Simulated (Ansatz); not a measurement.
Born–Oppenheimer molecular dynamics of CH4ClNOSi (9 atoms, charge 0, multiplicity 1). It starts from a relaxed structure.

These are results of RKS PBE-D4/STO-3G in Ansatz, not measurements.

```
ensemble             : NVT, Langevin thermostat
time step            : 0.25 fs
steps asked          : 266
set temperature      : 300 K
friction             : 0.05 /fs
temperature schedule : 66 steps to 300 K, then 200 steps to 900 K
seed                 : 895098
```

Frames 1.25 fs apart, positions in Å.

Velocities at 40.0 fs (Å/ps):

```
Cl -1.27 -1.34 4.29
Si 6.10 5.10 0.77
N 0.34 7.22 1.84
C 4.55 5.56 1.69
O -7.40 2.42 7.28
H -2.00 -22.39 4.74
H 11.58 -5.72 18.84
H -27.79 28.29 5.02
H 17.59 -18.41 15.97
```

```xyz
9
Properties=species:S:1:pos:R:3 time_fs=40.0 energy_less_start_eV=0.213 T=419
Cl -0.311 0.908 -2.504
Si 0.053 1.121 -0.369
N 1.101 -0.167 0.380
C -0.225 -0.706 0.923
O -1.187 0.331 0.599
H 0.409 2.510 -0.124
H 1.424 -0.801 -0.387
H -0.132 -0.998 1.977
H -0.500 -1.653 0.407
9
Properties=species:S:1:pos:R:3 time_fs=41.2 energy_less_start_eV=0.200 T=435
Cl -0.314 0.906 -2.498
Si 0.061 1.128 -0.369
N 1.102 -0.160 0.379
C -0.218 -0.700 0.923
O -1.196 0.331 0.605
H 0.404 2.479 -0.123
H 1.445 -0.814 -0.369
H -0.170 -0.956 1.991
H -0.476 -1.685 0.430
9
Properties=species:S:1:pos:R:3 time_fs=42.5 energy_less_start_eV=0.227 T=461
Cl -0.317 0.904 -2.492
Si 0.068 1.133 -0.368
N 1.103 -0.151 0.378
C -0.211 -0.695 0.918
O -1.203 0.331 0.606
H 0.397 2.464 -0.123
H 1.479 -0.830 -0.357
H -0.215 -0.912 2.022
H -0.458 -1.716 0.454
9
Properties=species:S:1:pos:R:3 time_fs=43.8 energy_less_start_eV=0.256 T=409
Cl -0.321 0.903 -2.483
Si 0.075 1.132 -0.365
N 1.103 -0.142 0.375
C -0.203 -0.694 0.910
O -1.206 0.331 0.606
H 0.386 2.475 -0.119
H 1.496 -0.854 -0.344
H -0.249 -0.875 2.050
H -0.438 -1.738 0.489
9
Properties=species:S:1:pos:R:3 time_fs=45.0 energy_less_start_eV=0.288 T=360
Cl -0.323 0.901 -2.475
Si 0.080 1.130 -0.359
N 1.103 -0.138 0.371
C -0.198 -0.697 0.905
O -1.209 0.334 0.604
H 0.374 2.509 -0.116
H 1.500 -0.871 -0.311
H -0.274 -0.849 2.078
H -0.410 -1.749 0.524
9
Properties=species:S:1:pos:R:3 time_fs=46.2 energy_less_start_eV=0.320 T=420
Cl -0.324 0.899 -2.467
Si 0.082 1.126 -0.354
N 1.104 -0.139 0.368
C -0.192 -0.703 0.905
O -1.212 0.336 0.602
H 0.363 2.548 -0.109
H 1.486 -0.883 -0.275
H -0.281 -0.818 2.087
H -0.383 -1.750 0.564
9
Properties=species:S:1:pos:R:3 time_fs=47.5 energy_less_start_eV=0.369 T=519
Cl -0.326 0.898 -2.460
Si 0.084 1.120 -0.353
N 1.105 -0.140 0.368
C -0.189 -0.713 0.914
O -1.215 0.335 0.597
H 0.345 2.576 -0.103
H 1.476 -0.893 -0.237
H -0.270 -0.774 2.080
H -0.353 -1.747 0.613
9
Properties=species:S:1:pos:R:3 time_fs=48.8 energy_less_start_eV=0.355 T=536
Cl -0.328 0.897 -2.454
Si 0.085 1.113 -0.351
N 1.109 -0.138 0.368
C -0.186 -0.720 0.931
O -1.221 0.334 0.591
H 0.327 2.580 -0.104
H 1.476 -0.909 -0.221
H -0.234 -0.721 2.064
H -0.325 -1.769 0.661
9
Properties=species:S:1:pos:R:3 time_fs=50.0 energy_less_start_eV=0.328 T=568
Cl -0.330 0.896 -2.447
Si 0.082 1.106 -0.346
N 1.114 -0.133 0.370
C -0.181 -0.722 0.948
O -1.226 0.338 0.584
H 0.321 2.564 -0.114
H 1.490 -0.928 -0.220
H -0.181 -0.676 2.043
H -0.305 -1.815 0.682
9
Properties=species:S:1:pos:R:3 time_fs=51.2 energy_less_start_eV=0.379 T=456
Cl -0.333 0.894 -2.442
Si 0.079 1.102 -0.340
N 1.117 -0.126 0.372
C -0.176 -0.723 0.964
O -1.232 0.340 0.579
H 0.324 2.543 -0.128
H 1.502 -0.935 -0.236
H -0.122 -0.638 2.036
H -0.280 -1.839 0.683
9
Properties=species:S:1:pos:R:3 time_fs=52.5 energy_less_start_eV=0.393 T=525
Cl -0.334 0.891 -2.438
Si 0.075 1.095 -0.334
N 1.120 -0.115 0.374
C -0.170 -0.725 0.973
O -1.240 0.340 0.571
H 0.335 2.521 -0.133
H 1.520 -0.917 -0.254
H -0.051 -0.621 2.055
H -0.268 -1.845 0.679
9
Properties=species:S:1:pos:R:3 time_fs=53.8 energy_less_start_eV=0.380 T=450
Cl -0.333 0.888 -2.434
Si 0.070 1.088 -0.330
N 1.117 -0.106 0.374
C -0.164 -0.729 0.977
O -1.243 0.340 0.565
H 0.346 2.482 -0.127
H 1.523 -0.867 -0.259
H 0.022 -0.624 2.084
H -0.268 -1.830 0.673
```

Of the whole run (66 fs, mean temperature of the second half 437 K): The schedule's set-point averaged 700 K over the second half and the system 437 K, so it lags behind the ramp. A run of 0.067 ps of so small a system gives no equilibrium averages. Limits of this set-up: minimal basis.

The run took 4.8 min on 1 thread of Intel(R) Xeon(R) Platinum 8488C (Sapphire Rapids), on a shared host, peak memory 0.098 GiB.
